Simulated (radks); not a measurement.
Results of a calculation; reference values are marked as such.
Question: Cl4+, 13 electrons, occupied as [He] 2s2 2p5 3s2 3p1 4p1 (not the ground configuration). Code: a radial shooting solver on a logarithmic mesh with Libxc functionals. Model: scalar-relativistic Kohn-Sham, PBE, spin-unpolarised, spherical densities, point nucleus. Some entries of the table are withheld. Estimate them.

orbital  occ.  eigenvalue (eV)  <r^2> (bohr^2)  <r> (bohr)
1s          2        -2870.424         0.01112     0.09090
2s          2              (1)          0.2220      0.4331
2p          5        -293.2905          0.1896      0.3916
3s          2         -85.7255             (2)       1.265
3p          1         -70.8176           2.022       1.323
4p          1         -29.2629           10.27       3.022

Answer: 
(1) 2s eigenvalue (eV): -351.6849
(2) 3s <r^2> (bohr^2): 1.822
